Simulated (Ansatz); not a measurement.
Two structures of SnH$_{4}$BrCl, singlet, reached by relaxing down either side of one saddle point (PBE0-D4/def2-TZVP). Energies are electronic, without zero-point energy. Program: Ansatz 0.2.0. Basis: def2-TZVPP and def2-QZVPP. Cores are frozen in the correlated methods. Filled d shells of the heavier atoms are correlated. Core potentials replace the inner electrons of the atoms past krypton. The def2 sets are not built for correlating such inner shells, so the correlated values are less sure here. Extrapolation: Hartree–Fock as exp(−7.88 √X), correlation as X^−2.97. First:

```
atom    x (Å)    y (Å)    z (Å)
 Sn1  -1.0774  -0.0096  -0.3480
 Cl2   0.4001  -1.7903   0.0885
  H3  -0.3399   0.8938  -1.5797
  H4  -1.2252   0.8218   1.1231
  H5  -2.5174  -0.7657  -0.8397
  H6   2.0770  -0.2149   0.6651
 Br7   2.6829   1.0651   0.8907
```

Second:

```tsv
atom	x (Å)	y (Å)	z (Å)
Sn1	-0.7023	0.7463	-0.4522
Cl2	0.8550	-2.4017	1.3427
H3	-1.1176	2.1866	-1.2532
H4	-1.2660	0.6905	1.1465
H5	-1.0639	-0.6423	-1.3568
H6	1.4982	-1.3907	0.8585
Br7	1.7965	0.8114	-0.2856
```

Problem. Which bonds change from the first to the second?

Solution. SnH₃Cl ([Cl][SnH3]) + HBr → SnH₃Br ([Br][SnH3]) + HCl; bonds formed: Sn1–Br7, Cl2–H6; bonds broken: Sn1–Cl2, H6–Br7.

Problem. Give the saddle point's structure and its height above each. (Judge from chemistry; the value comes from the calculation.)

Solution. Computed: 22.42 kcal/mol above the first and 26.37 kcal/mol above the second (CCSD(T) at an estimated basis limit (MP2 extrapolated from triple and quadruple zeta, plus CCSD(T) − MP2 in triple zeta)).
```
7
angstrom
Sn -0.7241 0.3092 -0.2643
Cl 0.6333 -1.9077 0.4265
H -0.4177 1.3771 -1.5521
H -1.2423 0.9423 1.2184
H -1.8066 -0.8789 -0.8512
H 1.5765 -0.7778 0.5781
Br 1.9809 0.9361 0.4445
```

No T1 diagnostic of these runs exceeds 0.012.

Labels in which every atom is bracketed show which atoms are joined, not bond orders.

For scale, one of the runs: CCSD(T)/def2-TZVPP, 196 basis functions (an equivalent command: `ansatz run in.yaml --threads 4`). Time: 74 s of wall clock on 4 CPU threads; the host was shared. Peak host memory: 2.6 GiB.
